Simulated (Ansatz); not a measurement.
Cost and result for the atomization energy of `F[SiH](F)O[SiH3]` (9 atoms, 8 bonds).

```xyz
9

F    -1.2272   -1.4477   -1.5251
Si   -0.6417    0.0184   -1.4252
F    -1.8747    0.9839   -1.2020
O     0.3668    0.1226   -0.1883
Si    0.7480    0.0122    1.4080
H     0.0269    0.3633   -2.6808
H     2.1784    0.3683    1.5527
H     0.5174   -1.3757    1.8769
H    -0.0940    0.9545    2.1840
```

Charge 0, multiplicity 1. The structure was optimised at the PBE0-D4/def2-TZVP level. It is one conformer, not always the lowest. Program: Ansatz. All runs use 4 threads of an Intel Xeon Platinum 8375C on a shared host. Times are those of one run each, without the atoms' runs, and a repeat can differ threefold. Electronic energies, without spin–orbit coupling; frozen cores. CCSD(T)/CBS adds CCSD(T) − MP2 in def2-TZVPP to the MP2 limit, and its time is that of the two runs behind it. T1 = 0.012. HSE06 is the plane-wave form, built on full-range PBE exchange.

CCSD(T)/CBS is a level of theory with its own doubt, some kJ/mol a heavy atom from the limit and from the frozen cores, so smaller differences don't rank the functionals.

| level | functions | wall time | atomization (kJ/mol) | difference from CCSD(T)/CBS | per bond |
| --- | --- | --- | --- | --- | --- |
| LDA (SPW92)/def2-TZVPP | 233 | 2.2 s | 3868.8 | 390.8 | 48.8 |
| HSE06-D4/def2-TZVPP | 233 | 3.1 s | 3379.8 | -98.2 | -12.3 |
| CAM-B3LYP-D4/def2-TZVPP | 233 | 3.1 s | 3469.8 | -8.2 | -1.0 |
| CCSD(T)/def2-SVP | 98 | 3.5 s | 3166.5 | -311.5 | -38.9 |
| PBE-D4/def2-TZVPP (with forces) | 233 | 4 s | 3429.4 | -48.6 | -6.1 |
| r2SCAN-D4/def2-TZVPP (with forces) | 233 | 4.1 s | 3446.9 | -31.1 | -3.9 |
| r2SCANh-D4/def2-TZVPP | 233 | 4.7 s | 3421.5 | -56.5 | -7.1 |
| B2PLYP/def2-TZVPP | 233 | 4.9 s | 3416.1 | -61.9 | -7.7 |
| B97M-V/def2-TZVPP | 233 | 6.5 s | 3451.2 | -26.8 | -3.4 |
| ωB97M-V/def2-TZVPP (with forces) | 233 | 8.5 s | 3455.1 | -22.9 | -2.9 |
| MP2/def2-QZVPP | 431 | 21 s | 3526.2 | 48.2 | 6.0 |
| CCSD(T)/def2-TZVPP | 233 | 98 s | 3374.0 | -104.0 | -13.0 |
| CCSD(T)/CBS(def2) | – | 120 s | 3478.0 | 0.0 | 0.0 |

Leaving LDA and LC-ωPBE aside and taking each functional with its dispersion term where it has one, the values, not all of them listed here, spread over 125.7 kJ/mol, from revPBE-D4 to CAM-B3LYP-D4. LDA lies +457.6 kJ/mol from PBE without D4, its usual overbinding. At CCSD(T), def2-SVP lies −311.5 kJ/mol from the extrapolated value and def2-TZVPP −104.0 kJ/mol: correlation converges slowly with the basis, and small sets miss more of it in the bonded molecule than in its fragments. From r2SCAN to r2SCAN0 (25 % exact exchange), in def2-TZVPP and without D4, the atomization energy moves by −62.7 kJ/mol: exact exchange takes away binding that semilocal exchange gives to molecules.
